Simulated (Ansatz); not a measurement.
## Energy profile

The step: SiH₄O ([OH][SiH3]) + SiHCl ([SiH][Cl]) → Si₂H₅ClO ([SiH3][O][SiH2][Cl]); bonds formed: Si1–H3; dative contacts that become bonds: Si1–O4; bonds broken: H3–O4 (atoms numbered as in the saddle structure below).

```
9
angstrom
Si -0.0178 -1.7881 0.5833
Cl 1.1814 -0.9620 2.0684
H 0.1842 -1.3156 -0.9832
O -0.4223 -0.3535 -0.5162
Si 0.0113 1.2701 -0.5944
H -1.3062 -2.0026 1.3155
H 1.4880 1.3884 -0.6106
H -0.5599 1.9540 0.5878
H -0.5587 1.8094 -1.8506
```

Electronic energies by CCSD(T) at an estimated basis limit (MP2 extrapolated from triple and quadruple zeta, plus CCSD(T) − MP2 in triple zeta), on PBE0-D4/def2-TZVP structures; Si₂H₅ClO, singlet; no counterpoise correction. Ansatz 0.2.0; basis: def2-TZVPP and def2-QZVPP; cores frozen in the correlated methods. Extrapolation: Hartree–Fock as exp(−7.88 √X), correlation as X^−2.97.

Question: Give the profile in kcal/mol, counted from the separated reactants. (An estimate is asked for; the value comes from the calculation.)

Answer: By the calculation:
| point | kcal/mol |
| --- | --- |
| separated: SiHCl (linked as [SiH][Cl]; Si1, Cl2, H6; singlet) + SiH₄O (linked as [OH][SiH3]; H3, O4, Si5, H7, H8, H9; singlet) | 0.00 |
| start structure | -14.79 |
| saddle | 9.24 |
| end structure | -75.84 |

The T1 diagnostic stays at or below 0.014. The restricted Hartree–Fock reference is unstable towards an unrestricted one at one or more of these structures.

Losses and insertions of silylenes and their heavier kin drive the gas-phase chemistry of silicon and germanium vapour deposition.

For scale, one of the runs: CCSD(T)/def2-TZVPP, 227 basis functions, launched by `ansatz run in.yaml --threads 4 --pin off --events-out ev --progress --plain --max-ram 9574MiB`. Time: 21 s of wall clock on 4 CPU threads of an AMD EPYC 9R45; the host was shared. Peak host memory: 3.5 GiB.
